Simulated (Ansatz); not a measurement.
Coupled-cluster diagnostics for the cluster Zr3, Ansatz.

Geometry of the singlet (B3LYP-D4/def2-TZVP):

Cartesian coordinates in Å:
```
Zr 0.3047 0.6972 -1.3351
Zr 1.0048 0.0875 1.1594
Zr -1.3095 -0.7848 0.1757
```

In the def2 sets Zr takes a core potential; there is no spin–orbit coupling. Correlated methods freeze no core orbitals; core or outer-core shells of Zr are correlated, in sets that lack core-valence functions. At PBE0-D4/def2-TZVP a quintet of charge 0 lies 0.47 eV below the restricted singlet, each at its own geometry. The structure comes from a short search, and lower isomers may exist.

Question: Estimate the CCSD(T) correlation energy, the shares of MP2 and (T), T1 and the reference's ⟨S²⟩ for: charge 0, singlet, own geometry in def2-TZVPD; and the rough time on 2 threads of Intel Xeon Platinum 8259CL on a shared host.

Answer: 
| state | basis | correlation (eV) | MP2 share (%) | (T) share (%) | T1 | ⟨S²⟩ (pure) | wall time | remarks |
| --- | --- | --- | --- | --- | --- | --- | --- | --- |
| charge 0, singlet, own geometry | def2-TZVPD | -30.095 | 95.4 | 13.5 | 0.260 | 0.00 (0.00) | 3.8 min | flagged by the program, large T1, restricted SCF unstable |
Customary marks for T1 are 0.02 (closed shells), 0.045 (open shells) and about 0.05 (3d metals). T1 exceeds 0.02 in 1 of 1 rows and 0.045 in 1; the higher it lies, the less the single-reference result can be trusted.
